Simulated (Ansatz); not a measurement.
Species: C2H3OS, SMILES `CS[C]=O` (C–S–C–O torsion 180°) (charge 0, multiplicity 2).

Question: Give a relaxed geometry from PBE-D3(BJ)/def2-TZVP in Ansatz (a first-principles code).

Answer: One answer among several that fit: the end point of this relaxation, one of several conformers (outside a Z-matrix the atoms follow the SMILES, hydrogens last).
Z-matrix (Å, degrees):
```
C
H 1 1.0952
H 1 1.0953 2 110.73
H 1 1.0971 2 109.60 3 121.02
S 1 1.8175 2 110.48 4 116.14
C 5 1.7639 1 98.79 2 59.93
O 6 1.1873 5 130.60 1 179.92
```
